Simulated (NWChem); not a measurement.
# C4H6O; SMILES C=C=COC

```xyz
11

C      0.3872    -2.1852     0.0000
C     -0.2593    -1.0471     0.0000
C     -0.9543     0.0688     0.0000
O     -0.4771     1.3497     0.0000
C      0.9380     1.4765     0.0000
H      0.6730    -2.6892     0.9242
H      0.6730    -2.6892    -0.9242
H     -2.0413     0.0650     0.0000
H      1.1493     2.5474     0.0000
H      1.3756     1.0091     0.8918
H      1.3756     1.0091    -0.8918
```
Atoms are numbered in this order, from 1.

Results from NWChem. The geometry was optimised at B3LYP/6-31G* (spherical d). GIAO values for the isolated, static molecule; σ is the absolute isotropic shielding, δ = σ(reference) − σ with the isolated reference molecule computed at the same levels (13C: tetramethylsilane, 1H: tetramethylsilane, 17O: water).

**Question.** Estimate the computed values for BHandHLYP/pcSseg-1. Quantities: δ C1 (ppm); δ C3 (ppm); δ O4 (ppm); δ C5 (ppm); δ H6 (ppm); δ H8 (ppm); δ H9 (rotor mean) (ppm).

**Answer.** 
- δ C1 (ppm) = 97.1
- δ C3 (ppm) = 132.3
- δ O4 (ppm) = 56.3
- δ C5 (ppm) = 55.9
- δ H6 (ppm) = 5.68
- δ H8 (ppm) = 6.97
- δ H9 (rotor mean) (ppm) = 3.29
